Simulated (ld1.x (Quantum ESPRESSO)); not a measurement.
## Cutoff test, Ag, ultrasoft

silver, ultrasoft, made with ld1.x (Quantum ESPRESSO) 7.5 (PBE, fully relativistic). Core [Ar] 3d10, reference 4s2 4p6 4d10 5s1 5p0. Waves: 4s (bound): rcut 1.20, rcutus 1.55 bohr; 5s (bound): rcut 1.20, rcutus 1.55 bohr; 4p (bound): rcut 1.65, rcutus 1.90 bohr; 5p (bound, empty): rcut 1.65, rcutus 1.90 bohr; 4d (bound): rcut 1.10, rcutus 1.40 bohr; 4d channel at 4 Ry: rcut 1.10, rcutus 1.40 bohr. Local part: all-electron potential smoothed inside 1.85 bohr (lloc = -2). Core correction: a·sin(br)/r model core inside 1.10 bohr. Augmentation charge: PSQ, inside the norm-conserving radii.

Open shells are filled in proportion to 2j + 1 (rel_dist='average').

The pseudo-atom Hamiltonian at the reference potential is diagonalised in spherical Bessel functions j_l(qr) that vanish at 20 bohr, with q² up to the cutoff. All-electron valence levels (Ry): 4s -6.9819, 5s -0.3238, 4p1/2 -4.5601, 5p1/2 -0.0598, 4p3/2 -4.1864, 5p3/2 -0.0518, 4d3/2 -0.5720, 4d5/2 -0.5311.

**Question.** How do the lowest levels (Ry) of each channel move with the cutoff, and are there ghosts?

**Answer.**

| cutoff (Ry) | s #1 | s #2 | p1/2 #1 | p1/2 #2 | p1/2 #3 | p3/2 #1 | p3/2 #2 | d3/2 #1 | d3/2 #2 | d5/2 #1 | f #1 | Σ f·Δε (mRy) |
| --- | --- | --- | --- | --- | --- | --- | --- | --- | --- | --- | --- | --- |
| 8 | -6.5747 | -0.2291 | -4.2552 | -0.0208 | 0.0706 | -3.8825 | -0.0193 | 0.0569 | 0.1299 | 0.0570 | 0.1106 | 8773.9 |
| 15 | -6.9310 | -0.2730 | -4.5400 | -0.0299 | 0.0655 | -4.1666 | -0.0279 | -0.0097 | 0.0701 | 0.0038 | 0.1106 | 5725.9 |
| 21 | -6.9778 | -0.2960 | -4.5578 | -0.0347 | 0.0632 | -4.1841 | -0.0321 | -0.2611 | 0.0632 | -0.2293 | 0.1106 | 3099.1 |
| 35 | -6.9813 | -0.3202 | -4.5599 | -0.0580 | 0.0545 | -4.1862 | -0.0503 | -0.5170 | 0.0619 | -0.4774 | 0.1106 | 543.3 |
| 50 | -6.9819 | -0.3223 | -4.5601 | -0.0589 | 0.0542 | -4.1864 | -0.0510 | -0.5694 | 0.0618 | -0.5285 | 0.1106 | 22.6 |
| 70 | -6.9819 | -0.3224 | -4.5601 | -0.0592 | 0.0541 | -4.1864 | -0.0512 | -0.5710 | 0.0618 | -0.5300 | 0.1106 | 6.7 |
| 90 | -6.9820 | -0.3224 | -4.5601 | -0.0592 | 0.0541 | -4.1864 | -0.0512 | -0.5715 | 0.0618 | -0.5305 | 0.1106 | 1.6 |
| 120 | -6.9820 | -0.3225 | -4.5601 | -0.0593 | 0.0541 | -4.1864 | -0.0512 | -0.5716 | 0.0618 | -0.5306 | 0.1106 | 0.7 |
| 400 | -6.9820 | -0.3225 | -4.5601 | -0.0593 | 0.0541 | -4.1864 | -0.0512 | -0.5716 | 0.0618 | -0.5307 | 0.1106 | 0.0 |

Result: no extra level below or beside the all-electron valence levels (s, p1/2, p3/2, d3/2, d5/2, f tested); 10 mRy is reached at 60 Ry and 1 mRy at 100 Ry.

Test run stopped at test 3 of 7 (negative rho).
